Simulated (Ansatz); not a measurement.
`C=C[SiH2]O` + `O[SiH](O)S` → `O[SiH2]S[SiH](O)O` + `C=C`  (ligand exchange at the Si–C bond)

Program: Ansatz. Geometries: PBE0-D4/def2-TZVP. ΔE: electronic, gas phase. CCSD(T)/CBS adds triple-zeta CCSD(T) − MP2 to the extrapolated MP2 energy (def2 sets, frozen cores). This one scheme is used for every species. Functionals use def2-TZVPP. B3LYP here is the variant with VWN-RPA as its local correlation; programs differ in this. Each species was taken in one conformer, which may not be the lowest.

`C=C[SiH2]O`:

```xyz
10

C     1.534    0.566    0.135
C     0.380    0.447    0.787
Si   -1.164   -0.209   -0.009
O    -0.864   -0.771   -1.530
H     1.623    0.291   -0.912
H     2.434    0.947    0.610
H     0.346    0.745    1.835
H    -1.729   -1.284    0.858
H    -2.178    0.862   -0.168
H    -0.382   -1.595   -1.606
```

`O[SiH](O)S`:

Z-matrix (Å, degrees):
```
Si
O 1 1.629
S 1 2.137 2 115.3
O 1 1.641 2 106.1 3 -122.0
H 1 1.476 2 107.0 3 115.4
H 2 0.959 1 117.6 3 88.8
H 3 1.345 1 94.4 2 -64.7
H 4 0.959 1 116.5 2 161.4
```

`O[SiH2]S[SiH](O)O`:

Z-matrix (Å, degrees):
```
Si
S 1 2.152
O 1 1.635 2 111.9
H 1 1.485 2 107.8 3 122.7
H 1 1.477 2 106.3 3 -117.9
Si 2 2.128 1 95.9 3 -58.1
H 3 0.965 1 115.1 2 46.7
O 6 1.646 2 111.8 1 56.8
O 6 1.633 2 108.3 1 176.2
H 6 1.476 2 111.1 1 -58.6
H 8 0.961 6 116.0 2 74.1
H 9 0.958 6 118.5 2 26.7
```

`C=C`:

Cartesian coordinates in Å:
```
C 0.231 0.605 0.135
C -0.231 -0.605 -0.135
H 0.460 1.316 -0.651
H 0.400 0.935 1.155
H -0.460 -1.316 0.651
H -0.400 -0.935 -1.155
```

| level | ΔE (kJ/mol) | difference from CCSD(T)/CBS |
| --- | --- | --- |
| PBE-D4 | -82.4 | -2.7 |
| r2SCAN-D4 | -82.4 | -2.7 |
| PBE0-D4 | -82.4 | -2.7 |
| B3LYP-D4 | -79.6 | 0.1 |
| ωB97X-V | -78.2 | 1.5 |
| ωB97M-V | -79.7 | 0.0 |
| B2PLYP | -75.4 | 4.3 |
| PBE | -77.4 | 2.3 |
| r2SCAN | -81.1 | -1.4 |
| PBE0 | -77.9 | 1.8 |
| B3LYP | -71.3 | 8.4 |
| HF/def2-TZVPP | -67.7 | 12.0 |
| MP2/def2-TZVPP | -81.3 | -1.6 |
| SCS-MP2/def2-TZVPP | -76.2 | 3.5 |
| CCSD/def2-TZVPP | -73.9 | 5.8 |
| CCSD(T)/def2-TZVPP | -76.7 | 3.0 |
| HF/def2-QZVPP | -67.3 | 12.4 |
| MP2/def2-QZVPP | -82.9 | -3.2 |
| SCS-MP2/def2-QZVPP | -77.8 | 1.9 |
| HF/CBS(def2) | -67.3 | 12.4 |
| MP2/CBS(def2) | -84.4 | -4.7 |
| CCSD/CBS(def2) | -76.9 | 2.8 |
| CCSD(T)/CBS | -79.7 | 0 |

Largest T1 diagnostic among the species: 0.012.

The D4 term adds −8.2 kJ/mol with B3LYP and −4.5 kJ/mol with PBE0; it sums over pairs of atoms, weighted by their polarisabilities, and B3LYP, whose exchange is more repulsive, gets the larger term. In def2-TZVPP, CCSD(T) changes the Hartree–Fock value by −9.0 kJ/mol (the triples alone add −2.8 kJ/mol) and MP2 by −13.6 kJ/mol.
